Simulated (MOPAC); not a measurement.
Input for MOPAC: PM7 on H4OSi (SMILES O[SiH3]).

```
PM7 1SCF PRECISE CHARGE=0 THREADS=1
H4OSi

O     -0.59876268 1    -0.25367282 1     2.77268860 1
Si    -0.28560654 1     0.22117594 1     4.30184043 1
H     -1.46504848 1    -0.53200895 1     2.48594503 1
H     -1.09076451 1     1.39910459 1     4.62554414 1
H      1.13743725 1     0.50927562 1     4.23808677 1
H     -0.60487857 1    -0.86642430 1     5.22673706 1
```

It printed:

```
*******************************************************************************
 **                                                                           **
 **                              MOPAC v23.2.5                                **
 **                                                                           **
 *******************************************************************************
 ** MOPAC's Digital Object Identifier: https://doi.org/10.5281/zenodo.6511958 **
 **                                                                           **
 ** Please cite the open-source release paper for use of this MOPAC version:  **
 ** J. E. Moussa and J. J. P. Stewart (2026)                                  **
 ** MOPAC: An open-source semiempirical molecular orbital program             **
 ** J. Open Source Softw., 11(119), 8025, https://doi.org/10.21105/joss.08025 **
 *******************************************************************************

                              PM7 CALCULATION RESULTS

 *******************************************************************************
 *  PM7        - The PM7 Hamiltonian to be used
 *
 *
 *
 *                 CHARGE ON SYSTEM = 0
 *
 *
 *
 *  PRECISE    - TIGHTER CRITERIA TO BE USED
 *  1SCF       - DO 1 SCF AND THEN STOP
 *  THREADS=1  - MULTI-THREADING NOT USED
 *  T=         - A TIME OF 172800.0 SECONDS REQUESTED
 *  DUMP=N     - RESTART FILE WRITTEN EVERY 7200.0 SECONDS REQUESTED
 *******************************************************************************
PM7 1SCF PRECISE CHARGE=0 THREADS=1
 H4OSi

   ATOM   CHEMICAL          X               Y               Z
  NUMBER   SYMBOL      (ANGSTROMS)     (ANGSTROMS)     (ANGSTROMS)

     1       O         -0.59876268  *  -0.25367282  *   2.77268860  *
     2      Si         -0.28560654  *   0.22117594  *   4.30184043  *
     3       H         -1.46504848  *  -0.53200895  *   2.48594503  *
     4       H         -1.09076451  *   1.39910459  *   4.62554414  *
     5       H          1.13743725  *   0.50927562  *   4.23808677  *
     6       H         -0.60487857  *  -0.86642430  *   5.22673706  *



          CARTESIAN COORDINATES

    NO.       ATOM           X           Y           Z

     1         O         -0.5988     -0.2537      2.7727
     2        Si         -0.2856      0.2212      4.3018
     3         H         -1.4650     -0.5320      2.4859
     4         H         -1.0908      1.3991      4.6255
     5         H          1.1374      0.5093      4.2381
     6         H         -0.6049     -0.8664      5.2267

 General Reference for PM7:
 "Optimization of Parameters for Semiempirical Methods VI: More Modifications to the
 NDDO Approximations and Re-optimization of Parameters", J. J. P. Stewart, J. Mol. Mod., 1:32, 19 (2013)
 https://link.springer.com/article/10.1007/s00894-012-1667-x

           Empirical Formula: H4 O Si  =     6 atoms



      MOLECULAR POINT GROUP   :   Cs


      RHF CALCULATION, NO. OF DOUBLY OCCUPIED LEVELS = 7


 -------------------------------------------------------------------------------
 PM7 1SCF PRECISE CHARGE=0 THREADS=1
 H4OSi



     1SCF WAS SPECIFIED, SO BFGS WAS NOT USED
     SCF FIELD WAS ACHIEVED


                              PM7 CALCULATION
                                                       MOPAC v23.2.5 Linux




          FINAL HEAT OF FORMATION =        -70.75645 KCAL/MOL =    -296.04498 KJ/MOL


          COSMO AREA              =         86.86 SQUARE ANGSTROMS
          COSMO VOLUME            =         73.42 CUBIC ANGSTROMS

          IONIZATION POTENTIAL    =         11.677347 EV
          HOMO LUMO ENERGIES (EV) =        -11.677  1.048
          NO. OF FILLED LEVELS    =          7
          MOLECULAR WEIGHT        =         48.1165         POINT GROUP:  Cs

          MOLECULAR DIMENSIONS (Angstroms)

            Atom       Atom       Distance
            H     5    H     3     3.30563
            H     6    H     4     2.39374
            H     4    O     1     1.93379


          SCF CALCULATIONS        =          1





   ATOM   CHEMICAL          X               Y               Z
  NUMBER   SYMBOL      (ANGSTROMS)     (ANGSTROMS)     (ANGSTROMS)

     1       O         -0.59876268  *  -0.25367282  *   2.77268860  *
     2      Si         -0.28560654  *   0.22117594  *   4.30184043  *
     3       H         -1.46504848  *  -0.53200895  *   2.48594503  *
     4       H         -1.09076451  *   1.39910459  *   4.62554414  *
     5       H          1.13743725  *   0.50927562  *   4.23808677  *
     6       H         -0.60487857  *  -0.86642430  *   5.22673706  *

                             CARTESIAN COORDINATES

   1    O       -0.598762680    -0.253672820     2.772688600
   2   Si       -0.285606540     0.221175940     4.301840430
   3    H       -1.465048480    -0.532008950     2.485945030
   4    H       -1.090764510     1.399104590     4.625544140
   5    H        1.137437250     0.509275620     4.238086770
   6    H       -0.604878570    -0.866424300     5.226737060


           Empirical Formula: H4 O Si  =     6 atoms



      MOLECULAR POINT GROUP   :   Cs


                  EIGENVALUES
 -29.49845 -18.63459 -16.78496 -13.92886 -13.63314 -12.16634 -11.67735   1.04790
   2.59387   2.64602   5.42876   7.97136  21.81325  22.12350  22.63873  22.99174
  24.02718


              NET ATOMIC CHARGES AND DIPOLE CONTRIBUTIONS

  ATOM NO.   TYPE          CHARGE      No. of ELECS.   s-Pop       p-Pop       d-Pop
    1          O          -0.716904        6.7169     1.72293     4.99398
    2         Si           0.214367        3.7856     0.91845     2.66847     0.19871
    3          H           0.372380        0.6276     0.62762
    4          H           0.035165        0.9648     0.96484
    5          H           0.060005        0.9400     0.93999
    6          H           0.034986        0.9650     0.96501
 DIPOLE           X         Y         Z       TOTAL
 POINT-CHG.    -0.811     0.387     2.209     2.385
 HYBRID        -0.410    -0.333    -0.917     1.058
 SUM           -1.220     0.054     1.293     1.778


          ATOMIC ORBITAL ELECTRON POPULATIONS

     Atom    s        px        py        pz      x^2-y^2     xz        z^2       yz        xy
    1  O   1.72293   1.51632   1.86993   1.60773
    2 Si   0.91845   1.04470   1.00726   0.61650   0.02373   0.02976   0.06437   0.05994   0.02091
    3  H   0.62762
    4  H   0.96484
    5  H   0.93999
    6  H   0.96501

 **********************
 *                    *
 * JOB ENDED NORMALLY *
 *                    *
 **********************




 == MOPAC DONE ==
```

The run finished.

Cost: roughly 0.03 core-seconds.
